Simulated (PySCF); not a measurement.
C4H4F4S.
SMILES with atom numbers: `[F:1][C@@H:2]1[S:3][CH2:4][C@H:5]1[C:6]([F:7])([F:8])[F:9]` (hydrogens: H10 on C2; H11, H12 on C4; H13 on C5)

Computed geometry: GFN2-xTB, gas phase.

Problem. List the bond lengths, angles and torsions at this level.

Solution. 
```
               bond  length (pm)   order
              F1–C2        135.4  single
              C2–S3        183.7  single
              S3–C4        183.6  single
              C4–C5        153.1  single
              C5–C6        152.0  single
C6–F7, C6–F8, C6–F9        133.9  single
              C2–C5        153.2  single
             C2–H10        109.4  single
             C4–H11        108.6  single
             C4–H12        108.8  single
             C5–H13        109.4  single
```

Bonds in one row agree within 1 pm and their mean is given. Orders are formal, as drawn. A selection of angles:
```
   angle  degrees
F1–C2–S3    114.7
F1–C2–C5    113.4
S3–C2–C5     92.5
C2–S3–C4     76.9
S3–C4–C5     92.5
C4–C5–C6    114.4
C2–C5–C4     96.5
C2–C5–C6    114.7
C5–C6–F7    112.1
F7–C6–F8    106.6
```

Torsions: F1–C2–S3–C4 -126° (anticlinal); C2–S3–C4–C5 9° (synperiplanar); S3–C4–C5–C6 -131° (anticlinal); C4–C5–C6–F7 56° (synclinal); F1–C2–C5–C4 129° (anticlinal).

S3 (sulfide sulfur) is bent (angle 76.9°). Of the pairs four or more bonds apart, F7···H12 is among the closest relative to their van der Waals radii: 2.58 Å, 97 % of the sum of Bondi's values. The 4-membered ring C2–S3–C4–C5 has internal angles of 76.9° to 96.5°; it is slightly puckered (a soft mode that the optimisation may not have finished), 0.07 Å rms from its mean plane, widest ring torsion 10°.

Point group: C1 (no symmetry element, even within 0.4 Å). Stationary, but not proved a minimum. One conformer, not necessarily the lowest.
